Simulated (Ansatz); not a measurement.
A made-up structure of SnH$_{3}$Se (charge +1), singlet:

Se1  (-0.244, 0.435, -0.518)
Sn2  (0.521, -1.645, 0.458)
H3  (0.746, -0.902, 1.971)
H4  (-0.625, 0.392, -1.978)
H5  (-0.315, 1.678, 0.337)
(Å)

It is relaxed with PBE-D4/def2-SVP and then PBE0-D4/def2-TZVP (Ansatz 0.2.0). Atoms count as bonded within 1.22 times the sum of their covalent radii (H–H: 0.88 Å). The end point is not checked to be a true minimum.

Question: Does its bonding change? (A judgement: the text doesn't fix the answer.)

Answer: The calculation gives: No: no bond forms or breaks.

Where it ends: The first stage lowers the energy by 1.28 eV in 17 steps. It ends as SnH₃Se ([SeH2][SnH]), total charge +1:
```
5
angstrom
Se -0.9060 0.4213 -0.4193
Sn 0.8219 -1.6648 0.4229
H 0.6187 -0.8622 1.9803
H -0.4018 0.5552 -1.7961
H -0.0507 1.5096 0.0824
```

Labels in which every atom is bracketed show which atoms are joined, not bond orders.

For scale, one of the runs: PBE0-D4/def2-TZVP relaxation, 116 basis functions, launched by `ansatz run in.yaml --threads 2 --pin off --events-out ev --progress --plain --max-ram 4352MiB`. Hardware: 2 CPU threads of an Arm Neoverse V2, shared host. Wall time about 20 s.
